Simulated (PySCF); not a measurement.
Isomers of C7H11NSi2, mass 165.043 u with the commonest isotopes. The calculation used PBE0/pcSseg-1 in PySCF (dipole) on a GFN2-xTB geometry, gas phase. One conformer each, none proved a minimum here; rigid rotors.

Problem. Order these by radius of gyration √(Σ m r²/M), largest first.
A. `[CH2:1]=[CH:2][SiH2:3][C:4]#[C:5][Si@H:6]([C:7]#[N:8])[CH2:9][CH3:10]` with C1–C2–Si3–C4 117°, C5–Si6–C9–C10 59°
B. `[CH3:1][CH2:2][C:3]1=[CH:4][SiH2:5][CH:6]=[CH:7][Si@@H:8]1[C:9]#[N:10]` with C1–C2–C3–C4 -102°, C3–C4–Si5–C6 7°, C4–Si5–C6–C7 -7°, C6–C7–Si8–C9 123°, C2–C3–Si8–C7 174°
C. `[CH2:1]=[N:2][SiH2:3][SiH2:4][c:5]1[cH:6][cH:7][cH:8][cH:9][cH:10]1` with C1–N2–Si3–Si4 -111°, N2–Si3–Si4–C5 -168°, Si3–Si4–C5–C6 82°

Solution. A (3.021 Å), C (2.858 Å), B (2.430 Å).

Problem. Order these by dipole moment, smallest first.
A. `[CH2:1]=[N:2][SiH2:3][SiH2:4][c:5]1[cH:6][cH:7][cH:8][cH:9][cH:10]1` with C1–N2–Si3–Si4 -111°, N2–Si3–Si4–C5 -168°, Si3–Si4–C5–C6 82°
B. `[CH2:1]=[CH:2][SiH2:3][C:4]#[C:5][Si@H:6]([C:7]#[N:8])[CH2:9][CH3:10]` with C1–C2–Si3–C4 117°, C5–Si6–C9–C10 59°
C. `[CH3:1][CH2:2][C:3]1=[CH:4][SiH2:5][CH:6]=[CH:7][Si@@H:8]1[C:9]#[N:10]` with C1–C2–C3–C4 -102°, C3–C4–Si5–C6 7°, C4–Si5–C6–C7 -7°, C6–C7–Si8–C9 123°, C2–C3–Si8–C7 174°

Solution. A (1.20 D), C (3.86 D), B (4.24 D).

Problem. Order these by rotational constant C, largest first.
A. `[CH3:1][CH2:2][C:3]1=[CH:4][SiH2:5][CH:6]=[CH:7][Si@@H:8]1[C:9]#[N:10]` with C1–C2–C3–C4 -102°, C3–C4–Si5–C6 7°, C4–Si5–C6–C7 -7°, C6–C7–Si8–C9 123°, C2–C3–Si8–C7 174°
B. `[CH2:1]=[CH:2][SiH2:3][C:4]#[C:5][Si@H:6]([C:7]#[N:8])[CH2:9][CH3:10]` with C1–C2–Si3–C4 117°, C5–Si6–C9–C10 59°
C. `[CH2:1]=[N:2][SiH2:3][SiH2:4][c:5]1[cH:6][cH:7][cH:8][cH:9][cH:10]1` with C1–N2–Si3–Si4 -111°, N2–Si3–Si4–C5 -168°, Si3–Si4–C5–C6 82°

Solution. A (559.3 MHz), C (395.2 MHz), B (368.4 MHz).

```csv
SMILES,point group,Ia (u·Å²),Ib (u·Å²),Ic (u·Å²),κ,μa (D),μb (D),μc (D)
C=C[SiH2]C#C[Si@H](C#N)CC,C1,362.13,1279.58,1371.79,-0.95,2.19,2.58,2.56
C=N[SiH2][SiH2]c1ccccc1,C1,168.93,1248.94,1278.93,-0.99,0.18,0.95,0.71
CCC1=C[SiH2]C=C[Si@@H]1C#N,C1,443.21,602.91,903.56,-0.04,2.52,2.38,1.70
```
